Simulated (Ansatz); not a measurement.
Cost and result up the ladder for Ge(NH2)Me3 (C₃H₁₁GeN) (16 atoms). Total charge 0; singlet. Geometry: PBE-D4/def2-SVP.

```xyz
16

C    -1.396    1.239    0.530
C    -0.650   -1.645   -0.711
C     1.392    0.828   -1.069
Ge    0.072   -0.004    0.125
N     0.958   -0.297    1.746
H     1.759   -0.933    1.644
H     0.344   -0.716    2.456
H    -1.933    1.522   -0.397
H    -0.997    2.157    1.004
H    -2.128    0.777    1.223
H    -1.160   -1.402   -1.666
H    -1.385   -2.138   -0.043
H     0.163   -2.368   -0.928
H     2.239    0.139   -1.266
H     1.793    1.751   -0.607
H     0.929    1.088   -2.041
```

Ansatz on 4 threads of Arm Neoverse V2 on a shared host. Times are rough, and most runs start from the orbitals of an earlier one. PBE0-D4/def2-TZVP serves as the yardstick here, not as an exact answer. Differences are given only for rows in sets of like size (and for xTB, whose basis is part of the method), since another set adds its own error. Binding counts from free atoms at the same level (C triplet, Ge triplet, N quartet, H doublet; other spins of the atoms weren't run), without zero-point energy or a counterpoise term.

B3LYP takes the VWN-RPA correlation. Correlated methods freeze 13 core orbitals; core or outer-core shells of Ge are correlated, in sets that lack core-valence functions. The rows differ in basis, and correlated rows in double-zeta sets carry the largest basis error.

Correlated methods converge slowly with the basis, most of all in double-zeta sets.

```
                         level  functions  wall time  binding energy per atom (eV)  difference from PBE0-D4/def2-TZVP (eV)
               PBE-D4/def2-SVP        143      1.5 s                          3.80                                       –
              PBE0-D4/def2-SVP        143      2.1 s                          3.76                                       –
PBE-D4/def2-TZVP (with forces)        238      2.6 s                          3.79                                    0.04
             PBE0-D4/def2-TZVP        238      3.4 s                          3.75                                    0.00
                 MP2/def2-TZVP        238      3.8 s                          3.64                                   -0.11
            B3LYP-D4/def2-TZVP        238      3.9 s                          3.75                                    0.00
           r2SCAN-D4/def2-TZVP        238      4.5 s                          3.75                                    0.00
              CCSD(T)/def2-SVP        143       29 s                          3.56                                       –
```
